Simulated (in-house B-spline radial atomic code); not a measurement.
A run on Sr (an excited or competing configuration) that did not converge. Method: non-relativistic TPSS, spin-polarised, spherical fractional occupations, point nucleus; computed with an all-electron radial atomic-structure program (B-spline basis). In the input, 2p2,3 would mean two up and three down electrons.

Command:
```bash
python run_scf.py task.json out
```
Settings:
```
Z                38
configuration    1s2 2s2 2p6 3s2 3p6 3d10 4s2 4p6 5s1,0 6s0,1
hamiltonian      nr
method           tpss,tpss
spin_polarised   True
```

First and last ten iterations of the last attempt (damped for 15 steps, keeping 80 % of the old Fock matrix, then DIIS):
```
 iter        energy (Eh)    residual
    1       -3133.108173    5.49e-02
    2       -3133.110994    3.23e-03
    3       -3133.111045    3.07e-03
    4       -3133.111070    2.94e-03
    5       -3133.111085    2.82e-03
    6       -3133.111095    2.72e-03
    7       -3133.111102    2.63e-03
    8       -3133.111108    2.54e-03
    9       -3133.111113    2.47e-03
   10       -3133.111117    2.40e-03
  111       -3133.111162    5.00e-04
  112       -3133.111162    6.43e-04
  113       -3133.111163    3.65e-04
  114       -3133.111163    3.75e-04
  115       -3133.111163    3.80e-04
  116       -3133.111163    3.74e-04
  117       -3133.111163    3.64e-04
  118       -3133.111162    3.68e-04
  119       -3133.111162    3.58e-04
  120       -3133.111162    3.65e-04
 not converged after 120 iterations
```

The smallest residual met was 3.6e-04; the threshold is about 4e-07. Over the last five steps the energy moves by less than 1e-06 hartree, but the orbitals didn't meet the threshold. Time taken, with all properties: 2.3 s on 1 thread of Arm Neoverse V1, on a shared host.
